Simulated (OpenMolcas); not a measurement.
Co7+, Rh7+, Ir7+: d2 down the group

| Property | Result |
| --- | --- |
| Program | OpenMolcas |
| Method | CASSCF |
| Basis | ANO-RCC-VTZP |
| Scalar Hamiltonian | DKH2, point nucleus |
| Spin-orbit coupling | RASSI with atomic mean-field integrals over the reference wave functions, term energies averaged over their components |

Active space for each ion: 2 electrons in 10 orbitals (d d).

Computed levels in cm-1 above 3F2:

```csv
Level,Co7+,Rh7+,Ir7+
3F3,1371,3460,12789
3F4,3075,7213,22437
3P0,26432,18498,19820
3P1,26936,20015,27684
3P2,28122,23812,41725
1G4,35248,26926,38870
1S0,84317,60524,71070
weight of 3F in the lowest level (%),100,97,88
```

Mixed levels, with the weight of the term that names them: Rh7+ 3P2 (70 %), Ir7+ 3P2 (55 %).

Measured, with the error of the calculation in %. Measured levels: Co7+ from Sugar and Corliss, J. Phys. Chem. Ref. Data 10, 1097 (1981); Ir7+ from van het Hof, Joshi, Wyart and Sugar, J. Res. Natl. Inst. Stand. Technol. 100, 687 (1995).

| Level | Co7+ | Ir7+ |
| --- | --- | --- |
| 3F3 | 1430 (-4.1) | 12672 (+0.9) |
| 3F4 | 3144 (-2.2) | 21615 (+3.8) |
| 3P0 | 22304 (+18.5) | 17254 (+14.9) |
| 3P1 | 22839 (+17.9) | 25221 (+9.8) |
| 3P2 | 24055 (+16.9) |  |
| 1G4 | 32360 (+8.9) | 36253 (+7.2) |
| 1S0 | 74247 (+13.6) | 65022 (+9.3) |

The fine-structure level 3F4 changes by a factor of 7.3 from Co7+ to Ir7+.

Without spin-orbit coupling 3P lies 25562, 16545, 14865 cm-1 above 3F in that order; the difference to the level 3P0, of either sign, comes from spin-orbit coupling, which also lowers the zero.

Without dynamic correlation excited terms often stand tens of per cent too high (terms of higher spin than the ground term too low), and those without a measured partner can miss by more than the paired ones. Active for correlation alone: 4d; no level in the range computed is led by a configuration that fills it, so any true level of that kind is missing (holds for Co7+). Active for correlation alone: 5d; no level in the range computed is led by a configuration that fills it, so any true level of that kind is missing (holds for Rh7+). Active for correlation alone: 6d; no level in the range computed is led by a configuration that fills it, so any true level of that kind is missing (holds for Ir7+). Measured partners are found by configuration, term and J. A level has none where our copy of the source lacks it or the pairing is in doubt (some pairs that miss far off the trend of their configuration count as doubtful), and it then counts in no deviation. Only configurations of the active space appear.
